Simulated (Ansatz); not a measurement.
`O=COC[SiH2]Cl` and `O=COC[SiH3]` differ in one atom or group.

Ansatz, PBE0-D4/def2-TZVP geometries, multiplicity 1. Each molecule was computed in one conformer, which needn't be the lowest.

```json
{"property": "LUMO energy (PBE0/def2-TZVPP) / eV", "`O=COC[SiH2]Cl`": "-0.19"}
{"property": "size of the dipole moment (B3LYP/def2-TZVPP) / D", "`O=COC[SiH2]Cl`": "1.23"}
{"property": "LUMO energy (PBE/def2-TZVPP) / eV", "`O=COC[SiH2]Cl`": "-1.34"}
{"property": "HOMO–LUMO gap (ωB97M-V/def2-TZVPP) / eV", "`O=COC[SiH2]Cl`": "12.69"}
{"property": "HOMO–LUMO gap (B3LYP/def2-TZVPP) / eV", "`O=COC[SiH2]Cl`": "7.76"}
{"property": "size of the dipole moment (ωB97M-V/def2-TZVPP) / D", "`O=COC[SiH2]Cl`": "1.22"}
```

(1) What does the change do to each property? (Estimate.)

Answers

(1) Ansatz gave: 
| property | `O=COC[SiH3]` | shift |
| --- | --- | --- |
| LUMO energy (PBE0/def2-TZVPP) / eV | -0.01 | 0.18 |
| size of the dipole moment (B3LYP/def2-TZVPP) / D | 1.81 | 0.58 |
| LUMO energy (PBE/def2-TZVPP) / eV | -1.17 | 0.17 |
| HOMO–LUMO gap (ωB97M-V/def2-TZVPP) / eV | 12.74 | 0.05 |
| HOMO–LUMO gap (B3LYP/def2-TZVPP) / eV | 7.84 | 0.08 |
| size of the dipole moment (ωB97M-V/def2-TZVPP) / D | 1.79 | 0.57 |

With PBE0 the HOMO rises by 0.07 eV and the LUMO rises by 0.18 eV, so the gap widens by about 0.11 eV. PBE moves the HOMO by 0.14 eV and ωB97M-V by 0.01 eV. Dipoles are sizes alone; their direction can turn.

B3LYP here is the variant with VWN-RPA as its local correlation; programs differ in this.
